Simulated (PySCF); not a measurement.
revPBE single point of triplet Cd₂Te at its PBE0 minimum.

Input, equivalent to the run apart from its starting density:

```python
from pyscf import gto, scf, dft
mol = gto.M(atom='''
Te     0.000000     0.000000    -1.255199
Cd     1.955199    -0.000000     0.719734
Cd    -1.955199     0.000000     0.719734''',
    basis={'Te': 'def2-SVP', 'Cd': 'def2-SVP'},
    ecp={'Te': 'def2-SVP', 'Cd': 'def2-SVP'},
    charge=0, spin=2)
mf = dft.UKS(mol, xc='PBE_R,PBE')
mf.grids.atom_grid = (75, 302)
aux = {'Te': 'def2-universal-JKFIT', 'Cd': 'def2-universal-JKFIT'}
mf = mf.density_fit(auxbasis=aux)
mf.conv_tol = 1e-08
mf.diis_space = 10
mf.max_cycle = 60
mf.verbose = 4
mf.kernel()
```

SCF log (excerpt):

```
init E= -603.650209692655
cycle= 1 E= -603.65219043615  delta_E= -0.00198  |g|= 0.0349  |ddm|= 0.207
cycle= 2 E= -603.649805315538  delta_E= 0.00239  |g|= 0.0609  |ddm|= 0.169
cycle= 3 E= -603.652705572072  delta_E= -0.0029  |g|= 0.0205  |ddm|= 0.143
cycle= 4 E= -603.652989901931  delta_E= -0.000284  |g|= 0.00099  |ddm|= 0.0349
cycle= 5 E= -603.652990492551  delta_E= -5.91e-07  |g|= 0.000651  |ddm|= 0.0033
cycle= 6 E= -603.652990879508  delta_E= -3.87e-07  |g|= 0.000153  |ddm|= 0.001
cycle= 7 E= -603.652990898697  delta_E= -1.92e-08  |g|= 4.02e-05  |ddm|= 0.000319
cycle= 8 E= -603.652990899272  delta_E= -5.76e-10  |g|= 1.3e-05  |ddm|= 7.57e-05
Extra cycle  E= -603.652990898551  delta_E= 7.21e-10  |g|= 3.2e-05  |ddm|= 8.4e-05
converged SCF energy = -603.652990898551  <S^2> = 2.0061024  2S+1 = 3.0040655
```

With an element this heavy the missing spin–orbit coupling can shift these numbers.

This run, together with those of the ionised and electron-attached species (not shown), took 17 s on 2 threads of a shared Intel Xeon @ 2.50GHz (Skylake/Cascade Lake) host, with 88 basis functions; the process peaked at 0.84 GiB.
